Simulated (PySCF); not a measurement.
I: ionisation energy

I [Kr] 4d10 5s2 5p5 (2P) → I⁺ [Kr] 4d10 5s2 5p4 (3P), as a difference of total energies. Computed with PySCF 2.14 in aug-cc-pwCVTZ-PP with ECP28MDF (8s7p6d4f1g, 96 functions), with a scalar-relativistic core potential. Correlated levels: valence: 4s2 4p6 4d10 frozen. The calculations carry no spin-orbit coupling.

```csv
method,ionisation energy (eV)
UHF,9.538
MP2 (valence),10.295
SCS-MP2 (valence),10.299
CCSD (valence),10.312
CCSD(T) (valence),10.354
```

Q: How much does correlation contribute at CCSD(T) (valence)?

A: 10.354 − (9.538) = 0.816 eV, measured against UHF.

Errors of the correlated levels include the incompleteness of this basis and the frozen core.

For comparison: 10.519 eV (measured; NIST levels, between the centres of gravity of the two terms).
